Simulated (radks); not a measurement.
The numbers below are computed, except where a source is named.
Polarisability of the vanadium ion V2+, [Ar] 3d3, at imaginary frequency. Level of theory: scalar-relativistic Kohn-Sham, LDA (Slater exchange, Perdew-Wang correlation), spin-polarised, spherical densities, finite nucleus; open shells are filled with parallel spins first; Fermi nuclear charge, rms radius 3.6002 fm (a radial shooting solver on a logarithmic mesh with Libxc functionals). Response by self-consistent Sternheimer equations with the Hartree and adiabatic LDA kernel, the relativistic mass of each level held fixed and spin-orbit coupling left out.

| w (hartree) | alpha1(iw) (bohr^3) |
|---|---|
| 0.00266 | 5.007 |
| 0.0143 | 5.003 |
| 0.0360 | 4.982 |
| 0.0697 | 4.914 |
| 0.118 | 4.756 |
| 0.186 | 4.461 |
| 0.280 | 4.015 |
| 0.413 | 3.462 |
| 0.605 | 2.863 |
| 0.892 | 2.250 |
| 1.35 | 1.625 |
| 2.12 | 1.017 |
| 3.59 | 0.5083 |
| 6.94 | 0.1837 |
| 17.5 | 0.03977 |

Static values: alpha1 = 5.007 bohr^3 (0.7420 angstrom^3; uncoupled 6.152). C6 = 15.10, triple-dipole C9 = 49.06 atomic units. One-pole (London) frequency 4 C6 / (3 alpha1^2) = 0.803 hartree, against 0.828 for minus the highest occupied eigenvalue.
